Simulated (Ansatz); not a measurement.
`[BH2][AlH][O][SiH2]C` + H₂ → `[BH2][AlH][O][SiH3]` + CH₄  (hydrogenolysis of the Si–C bond)

Gas-phase electronic energies from Ansatz, PBE0-D4/def2-TZVP geometries. CCSD(T)/CBS is the MP2 limit (def2-TZVPP, def2-QZVPP) plus CCSD(T) − MP2 in def2-TZVPP, frozen cores. This one scheme is used for every species. Functionals use def2-TZVPP. One conformer a species, not always the lowest.

```
         level  ΔE (kJ/mol)
        PBE-D4        -16.9
MP2/def2-TZVPP        -17.9
```

Q: What does CCSD(T)/CBS give? (Estimate.)

A: Ansatz gave: -19.4 kJ/mol. The listed levels differ from it by 2.5, 1.5 kJ/mol.

Largest T1 diagnostic among the species: 0.012.

In def2-TZVPP, CCSD(T) changes the Hartree–Fock value by +20.8 kJ/mol (the triples alone add +3.8 kJ/mol) and MP2 by +25.1 kJ/mol. The D4 term adds +7.9 kJ/mol with B3LYP and +4.4 kJ/mol with PBE0; it sums over pairs of atoms, weighted by their polarisabilities, and B3LYP, whose exchange is more repulsive, gets the larger term.

B3LYP here is the variant with VWN-RPA as its local correlation; programs differ in this.
